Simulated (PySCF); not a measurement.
C3H6BNO, SMILES C#CB(N)OC.

The structure is a stationary point at PBE0-D3(BJ)/def2-SVP. The structure was generated by enumeration, and PubChem lists no compound with its InChIKey, so it may never have been made. Other conformers were not sampled.

Method: r2SCAN/def2-TZVP (PySCF).

Gas-phase values at a fixed geometry.

Computed frontier levels, gap, dipole moment and polarisability:
The highest occupied level comes out as -6.39 eV and the lowest empty level comes out as -0.89 eV. The orbital gap comes out as 5.50 eV and the dipole moment is 0.093 e·Å. The quadrupole, principal values (traceless, Buckingham form, about the centre of nuclear charge) comes out as -7.94, 1.01, 6.93 D·Å and the mean static polarisability is 59.8 bohr³ (8.86 Å³). The polarisability, principal values comes out as 41.7, 62.3, 75.4 bohr³.
